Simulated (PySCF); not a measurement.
ClH₆SbSi₂, SMILES [SiH3][Sb]([SiH3])[Cl]. Atoms are numbered in the order given.

```xyz
10

Sb    -0.7365     0.1203     0.0000
Cl     0.8877     1.9349     0.0000
Si     0.6176    -1.1074     1.8574
H      0.4933    -0.3225     3.1175
H      0.0466    -2.4720     2.0685
H      2.0488    -1.2161     1.4627
Si     0.6176    -1.1074    -1.8574
H      0.4933    -0.3225    -3.1175
H      2.0488    -1.2161    -1.4627
H      0.0466    -2.4720    -2.0685
```
Charge 0, spin multiplicity 1.

Coordinates come from a B3LYP-D3(BJ)/def2-SVP optimisation. The structure was generated by enumeration; whether it is a known compound was not checked. The def2 effective core potentials stand for the cores of Sb; spin–orbit coupling is left out.

Method: TDA-PBE/def2-SVPD run with PySCF 2.14.0.

Vertical excitations.  State labels are in the subgroup Cs.

Computed lowest excited states:
```json
[
 {"state": "S1", "symmetry": "A'", "energy (eV)": "3.58", "λ (nm)": "346", "f": "0.004", "main pairs": "HOMO→LUMO 99 %"},
 {"state": "S2", "symmetry": "A\"", "energy (eV)": "3.93", "λ (nm)": "316", "f": "0.000", "main pairs": "HOMO−1→LUMO 99 %"},
 {"state": "S3", "symmetry": "A'", "energy (eV)": "5.00", "λ (nm)": "248", "f": "0.007", "main pairs": "HOMO−2→LUMO 71 %, HOMO→LUMO+2 26 %"},
 {"state": "S4", "symmetry": "A\"", "energy (eV)": "5.01", "λ (nm)": "247", "f": "0.022", "main pairs": "HOMO→LUMO+1 69 %, HOMO−3→LUMO 16 %, HOMO−1→LUMO+2 11 %"},
 {"state": "S5", "symmetry": "A'", "energy (eV)": "5.06", "λ (nm)": "245", "f": "0.034", "main pairs": "HOMO→LUMO+2 56 %, HOMO−2→LUMO 24 %, HOMO−1→LUMO+1 17 %"},
 {"state": "S6", "symmetry": "A\"", "energy (eV)": "5.15", "λ (nm)": "241", "f": "0.009", "main pairs": "HOMO−3→LUMO 79 %"},
 {"state": "S7", "symmetry": "A'", "energy (eV)": "5.43", "λ (nm)": "228", "f": "0.035", "main pairs": "HOMO−1→LUMO+1 58 %, HOMO→LUMO+3 24 %, HOMO→LUMO+2 9 %"},
 {"state": "S8", "symmetry": "A\"", "energy (eV)": "5.63", "λ (nm)": "220", "f": "0.086", "main pairs": "HOMO−5→LUMO 43 %, HOMO−1→LUMO+2 40 %"},
 {"state": "S9", "symmetry": "A'", "energy (eV)": "5.72", "λ (nm)": "217", "f": "0.019", "main pairs": "HOMO→LUMO+3 61 %, HOMO−4→LUMO 12 %"},
 {"state": "S10", "symmetry": "A\"", "energy (eV)": "5.72", "λ (nm)": "217", "f": "0.086", "main pairs": "HOMO−5→LUMO 54 %, HOMO−1→LUMO+2 23 %"},
 {"state": "T1", "symmetry": "A'", "energy (eV)": "2.99", "λ (nm)": "415", "f": "0", "main pairs": "HOMO→LUMO 100 %"},
 {"state": "T2", "symmetry": "A\"", "energy (eV)": "3.49", "λ (nm)": "355", "f": "0", "main pairs": "HOMO−1→LUMO 100 %"},
 {"state": "T3", "symmetry": "A\"", "energy (eV)": "4.32", "λ (nm)": "287", "f": "0", "main pairs": "HOMO→LUMO+1 96 %"},
 {"state": "T4", "symmetry": "A'", "energy (eV)": "4.54", "λ (nm)": "273", "f": "0", "main pairs": "HOMO−2→LUMO 75 %, HOMO→LUMO+2 19 %"}
]
```
Triplets are in the Tamm–Dancoff approximation.
